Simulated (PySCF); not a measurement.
**Frontier orbitals and the lowest excitations**

Compound: C2H6BF.
Cartesian coordinates in Å at the PBE0-D3(BJ)/def2-SVP level; atoms count from 1:
```
atom  x, y, z in Å
C1    -1.357    0.156   -0.229
B2    -0.023   -0.406    0.373
C3     1.439    0.008   -0.010
F4    -0.147   -1.342    1.324
H5    -1.969   -0.674   -0.619
H6    -1.217    0.898   -1.026
H7    -1.958    0.614    0.576
H8     1.955    0.399    0.884
H9     2.011   -0.886   -0.314
H10    1.504    0.758   -0.809
```

Method used: TDDFT wB97X-D/def2-SVPD, vertical, gas phase, core orbitals frozen in the response in PySCF 2.14.0, density-fitted response routines.

Frontier orbitals with the atoms that hold most of them (Löwdin shares over 4%, at most four atoms; ? is withheld):

```json
{"orbital": "LUMO+2", "ε (eV)": "3.28", "atoms": "C1 20%, C3 20%, H5 10%, H9 10%"}
{"orbital": "LUMO+1", "ε (eV)": "1.94", "atoms": "B2 56%, C1 8%, C3 8%, F4 5%"}
{"orbital": "LUMO", "ε (eV)": "?", "atoms": "?"}
{"orbital": "HOMO", "ε (eV)": "-10.67", "atoms": "B2 23%, C3 23%, C1 23%, F4 17%"}
{"orbital": "HOMO-1", "ε (eV)": "-12.64", "atoms": "?"}
{"orbital": "HOMO-2", "ε (eV)": "-12.81", "atoms": "C1 23%, C3 23%, B2 13%, H10 12%"}
{"orbital": "HOMO-3", "ε (eV)": "-12.95", "atoms": "C3 26%, C1 25%, H8 10%, H7 10%"}
```

Problem. Which atoms hold the HOMO-1, and with what shares?

Solution. C3 (bonded to B and 3 H) 23%; C1 (bonded to B and 3 H) 23%; F4 (bonded to B) 14%; H10 (bonded to C) 12%. By element: carbon 46%, fluorine 14%, hydrogen 12% or more.

Problem. Which atoms hold the LUMO, and with what shares?

Solution. B2 (bonded to 2 C and F) 41%; C1 (bonded to B and 3 H) 15%; C3 (bonded to B and 3 H) 15%; F4 (bonded to B) 12%. By element: boron 41%, carbon 30%, fluorine 12%.

Problem. What is the LUMO energy, and the HOMO–LUMO gap?

Solution. ε(LUMO) = 1.83 eV; the gap is 12.51 eV (0.4596 hartree).

Problem. How does S1 compare with the orbital gap of 12.51 eV?

Solution. S1 is at 6.86 eV (f = 0.0000), 5.65 eV below the gap, made of HOMO→LUMO (97%). Without the coupling terms of the response equations the lowest excitation would equal the gap.

Problem. One configuration dominates each of S1, S2, S3 and S4. Which, and how do the shares of the two leading atoms of either orbital change from the occupied to the empty one?

Solution. 
- S1 (6.86 eV, f 0.0000), HOMO→LUMO (97%): B2 23% → 41%, C3 23% → 15%, C1 23% → 15%
- S2 (8.40 eV, f 0.074), HOMO→LUMO+1 (96%): B2 23% → 56%, C3 23% → 8%, C1 23% → 8%
- S3 (9.30 eV, f 0.0000), HOMO-1→LUMO (97%): C3 23% → 15%, C1 23% → 15%, B2 at most 12% → 41%
- S4 (9.33 eV, f 0.0032), HOMO-2→LUMO (98%): C1 23% → 15%, C3 23% → 15%, B2 13% → 41%
